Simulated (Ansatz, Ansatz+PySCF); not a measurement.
```yaml
atoms:
  - { symbol: Ti, position_ang: [0.0000, 0.0000, -0.4575] }
  - { symbol: O, position_ang: [0.0000, 0.0000, 1.2580] }
```

UHF on triplet TiO was run in several spherical basis sets with Ansatz (development build ahead of 0.2.0). Caution for UHF: the unrestricted determinant is spin contaminated.

**Question.** Rank the basis sets by the total energy that they give, lowest first, with the distance from the lowest.
A. cc-pVDZ
B. def2-TZVP
C. def2-SVP
D. 6-31G(d)
E. cc-pVTZ

**Answer.** E (0.00 eV), B (0.49 eV), A (0.67 eV), D (3.15 eV), C (6.09 eV).

Totals follow the description of the cores as much as that of the bonds, so this order isn't one of quality for chemistry.
